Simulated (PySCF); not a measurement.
TaF4Br, SMILES [F][Ta]([F])([F])([F])[Br], multiplicity 1.

The structure is a stationary point at PBE0-D3(BJ)/def2-SVP. The spin state was assumed, not searched. The structure was generated by enumeration; whether it is a known compound was not checked. The def2 effective core potentials stand for the cores of Ta; spin–orbit coupling is left out.

Calculation: TDDFT-M06-2X/def2-SVPD run with PySCF 2.14.0.

Vertical excitations.  State labels are in the subgroup C2v.

Q: List the lowest excited states. (Estimate from the structure and the level; the computed values follow.)

A: 
```json
[
 {"state": "S1", "symmetry": "A2", "energy (eV)": "5.90", "λ (nm)": "210", "f": "0.000", "main pairs": "HOMO−1→LUMO 67 %, HOMO→LUMO+1 33 %"},
 {"state": "S2", "symmetry": "A1", "energy (eV)": "6.14", "λ (nm)": "202", "f": "0.004", "main pairs": "HOMO→LUMO 66 %, HOMO−1→LUMO+1 33 %"},
 {"state": "S3", "symmetry": "A2", "energy (eV)": "6.16", "λ (nm)": "201", "f": "0.000", "main pairs": "HOMO→LUMO+1 67 %, HOMO−1→LUMO 33 %"},
 {"state": "S4", "symmetry": "B2", "energy (eV)": "6.42", "λ (nm)": "193", "f": "0.000", "main pairs": "HOMO→LUMO+2 98 %"},
 {"state": "S5", "symmetry": "B1", "energy (eV)": "6.49", "λ (nm)": "191", "f": "0.000", "main pairs": "HOMO−1→LUMO+2 97 %"},
 {"state": "S6", "symmetry": "B1", "energy (eV)": "6.76", "λ (nm)": "183", "f": "0.002", "main pairs": "HOMO→LUMO+3 97 %"},
 {"state": "S7", "symmetry": "B2", "energy (eV)": "6.85", "λ (nm)": "181", "f": "0.003", "main pairs": "HOMO−1→LUMO+3 98 %"},
 {"state": "S8", "symmetry": "A1", "energy (eV)": "6.89", "λ (nm)": "180", "f": "0.084", "main pairs": "HOMO−1→LUMO+1 54 %, HOMO→LUMO 24 %, HOMO−2→LUMO+2 22 %"},
 {"state": "S9", "symmetry": "B2", "energy (eV)": "7.27", "λ (nm)": "170", "f": "0.005", "main pairs": "HOMO−2→LUMO 97 %"},
 {"state": "S10", "symmetry": "B1", "energy (eV)": "7.48", "λ (nm)": "166", "f": "0.001", "main pairs": "HOMO−2→LUMO+1 96 %"},
 {"state": "T1", "symmetry": "A1", "energy (eV)": "5.58", "λ (nm)": "222", "f": "0", "main pairs": "HOMO→LUMO 79 %, HOMO−1→LUMO+1 19 %"},
 {"state": "T2", "symmetry": "A2", "energy (eV)": "5.87", "λ (nm)": "211", "f": "0", "main pairs": "HOMO−1→LUMO 94 %"},
 {"state": "T3", "symmetry": "A1", "energy (eV)": "5.89", "λ (nm)": "210", "f": "0", "main pairs": "HOMO−1→LUMO+1 79 %, HOMO→LUMO 20 %"},
 {"state": "T4", "symmetry": "A2", "energy (eV)": "5.95", "λ (nm)": "208", "f": "0", "main pairs": "HOMO→LUMO+1 94 %"}
]
```
Triplets are in the Tamm–Dancoff approximation, which puts them higher than full response would, so one can lie above its singlet here.
